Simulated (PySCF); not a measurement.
F²⁺: ionisation energy

F²⁺ [He] 2s2 2p3 (4S) → F³⁺ [He] 2s2 2p2 (3P), as a difference of total energies. Calculation: PySCF 2.14, in dyall-av3z (15s9p3d2f, 71 functions); the spin-free X2C one-electron Hamiltonian (Gaussian nucleus). Correlated levels: valence: 1s2 frozen; virtual orbitals above 40 to 60 times the deepest correlated orbital energy dropped. The calculations carry no spin-orbit coupling.

| method | ionisation energy (eV) |
| --- | --- |
| UHF | 62.250 |
| LDA | 63.181 |
| PBE0 | 62.928 |
| r2SCAN | 63.169 |
| BP86 | 62.849 |
| BHandHLYP | 62.813 |
| HSE06 | 62.919 |
| MP2 (valence) | 62.843 |
| SCS-MP2 (valence) | 62.577 |

Question: Estimate what PBE gives.

Answer: 62.852 eV, closest to BP86 among the rows shown.

Question: Estimate what LC-wPBE gives.

Answer: 63.039 eV, closest to PBE0 among the rows shown.

A first-order spin-orbit estimate (lowest level to lowest level, LS coupling) adds -0.054 eV.

Errors of the correlated levels include the incompleteness of this basis and the frozen core.

For comparison: 62.708 eV (semi-empirical (NIST evaluation); NIST Atomic Spectra Database, ionization energies).
